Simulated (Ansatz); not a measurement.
Consider the redistribution: `CS[SiH2][SiH3]` + `O[SiH2][GeH2][SH]` → `CS[SiH2][SiH2]S` + `O[SiH2][GeH3]`.

Calculated with Ansatz (gas phase, PBE0-D4/def2-TZVP geometries, no zero-point term in ΔE). CBS: MP2 limit from def2 TZ/QZ plus the TZ coupled-cluster correction, frozen cores. DFT in def2-TZVPP. B3LYP here is the variant with VWN-RPA as its local correlation; programs differ in this. For Ge outer-core shells are correlated without core-valence functions, which leaves a few kJ/mol of doubt a bond. Scalar relativity is left out up to krypton. One conformer a species, not always the lowest.

| level | ΔE (kJ/mol) | difference from CCSD(T)/CBS |
| --- | --- | --- |
| PBE-D4 | -20.9 | -3.3 |
| r2SCAN-D4 | -18.8 | -1.2 |
| PBE0-D4 | -19.3 | -1.7 |
| ωB97X-V | -15.2 | 2.4 |
| r2SCAN | -17.4 | 0.2 |
| B3LYP | -7.2 | 10.4 |
| MP2/def2-TZVPP | -16.7 | 0.9 |
| HF/def2-QZVPP | 3.3 | 20.9 |
| SCS-MP2/def2-QZVPP | -13.4 | 4.2 |
| HF/CBS(def2) | 3.3 | 20.9 |
| CCSD(T)/CBS | -17.6 | 0 |

Largest T1 diagnostic among the species: 0.012.

The D4 term adds −8.3 kJ/mol with B3LYP and −4.6 kJ/mol with PBE0; it sums over pairs of atoms, weighted by their polarisabilities, and B3LYP, whose exchange is more repulsive, gets the larger term. In def2-TZVPP, CCSD(T) changes the Hartree–Fock value by −17.0 kJ/mol (the triples alone add −2.9 kJ/mol) and MP2 by −20.1 kJ/mol.
